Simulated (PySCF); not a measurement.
## Working out the ionisation energy of Ne(2+)

Ne(2+) [He] 2s2 2p4 (3P) → Ne(3+) [He] 2s2 2p3 (4S). Computed with PySCF 2.14 in aug-cc-pVDZ-DK, with the spin-free X2C one-electron Hamiltonian (Gaussian nucleus). Frozen: 1s2. Energies in hartree (1 hartree = 27.21139 eV):

```csv
part,Ne(2+) (lower),Ne(3+) (upper)
UHF,-126.459842,-124.192650
MP2 opposite-spin,-0.074474,-0.053179
MP2 same-spin,-0.023187,-0.016684
```

**Question.** What does Hartree-Fock give?

**Answer.** (-124.192650) − (-126.459842) = 2.267192 hartree = 61.693 eV.

**Question.** What do MP2 and SCS-MP2 (6/5 opposite-spin, 1/3 same-spin) give?

**Answer.** The opposite-spin parts differ by 0.579 eV and the same-spin parts by 0.177 eV. MP2: 61.693 + (0.579) + (0.177) = 62.449 eV. SCS-MP2: 61.693 + 1.2 × (0.579) + (0.177)/3 = 62.447 eV.

A first-order spin-orbit estimate adds 0.036 eV to MP2 (valence), giving 62.485 eV against 63.423 eV (measured; NIST Atomic Spectra Database, ionization energies).

A double-zeta basis recovers only part of the correlation energy.

What remains against the reference includes basis incompleteness, the frozen core and correlation beyond second order.
